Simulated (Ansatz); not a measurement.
Frontier orbitals of CH6BGaOSeSi.

Cartesian coordinates in Å:
```
B 0.184 1.113 -0.766
Si -0.924 -0.568 -0.878
C -0.442 -1.491 0.727
Se -1.144 -3.067 1.138
O 0.443 -0.900 1.524
Ga 1.158 0.721 1.093
H 1.425 0.781 -0.687
H 0.205 1.998 -1.567
H -2.386 -0.311 -0.867
H -0.582 -1.420 -2.046
H 2.182 1.413 2.008
H -0.118 1.731 0.322
```

Total charge 0; spin multiplicity 1. Correlated methods include outer-core shells of Ga, Se, which these sets cover unevenly. Scalar relativity is left out up to krypton. The bonds changed during the relaxation, so this is another structure than the one it started from. Geometry: relaxed with PBE0-D4/def2-TZVP. It is one conformer, not always the lowest. Basis def2-TZVPP, the Gaussian-basis code of Ansatz.

```
 functional  HOMO (eV)  LUMO (eV)  gap (eV)
LDA (SPW92)      -4.96      -3.23      1.73
        PBE      -4.79      -2.99      1.80
     r2SCAN      -4.98      -2.87      2.11
     B97M-V      -5.08      -2.89      2.19
       PBE0      -5.83      -2.18      3.65
    ωB97M-V      -7.92      -0.33      7.59
```

(1) What is the vertical ionisation energy at frozen-core CCSD(T)/def2-TZVPP? (Estimate.)

## Answers

(1) The calculation gave: 7.78 eV (T1 of the cation 0.019).

A quarter of exact exchange (PBE0) shifts PBE's HOMO by −1.03 eV and its LUMO by +0.81 eV; full exchange at long range (ωB97M-V) shifts them by −3.13 and +2.67 eV. The gap opens from 1.80 to 7.59 eV, since occupied levels lose self-interaction and empty ones feel all the electrons. −ε(HOMO) differs from that ionisation energy by −2.98 eV with PBE and +0.14 eV with ωB97M-V.
